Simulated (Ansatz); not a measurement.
```yaml
crystal:
  periodic: [true, true, true]
  atoms:
    - {symbol: N, position_ang: [0.192535, 1.834220, 0.496030]}
    - {symbol: C, position_ang: [0.370892, 0.425097, -0.525132]}
    - {symbol: Si, position_ang: [0.026008, -1.742967, 0.167055]}
    - {symbol: S, position_ang: [-1.625863, -0.639985, -1.508200]}
    - {symbol: H, position_ang: [-0.554980, 1.648894, 1.496039]}
    - {symbol: H, position_ang: [-0.186403, 2.866360, -0.127526]}
    - {symbol: H, position_ang: [1.239933, 0.623274, -1.548505]}
    - {symbol: H, position_ang: [1.159005, -3.094659, -0.396635]}
    - {symbol: H, position_ang: [-0.510500, -1.977981, 1.925624]}
basis:
  gaussian: {orbitals: def2-mTZVP}
hamiltonian: {xc: {name: B2PLYP}}
scf: {lower_state_search: off}
output: {forces: true}
```

```sh
$ ansatz run in.yaml --threads 2 --pin off --events-out ev --progress --plain --max-ram 4352MiB
```

Shortened log:

```
Error: YAML parse error: error: line 2 column 3: crystal: missing field `lattice` (a structure is typed as `lattice` and `atoms`, a molecule's as `atoms` in Å alone, or read from a run's directory, `checkpoint`)
 --> <input>:2:3
1 | crystal:
2 |   periodic: [true, true, true]
3 |   atoms:
4 |     - {symbol: N, position_ang: [0.192535, 1.834220, 0.496030]}
```

Something in this input is off. What?

The molecule is marked periodic without a cell. The program refused the input.
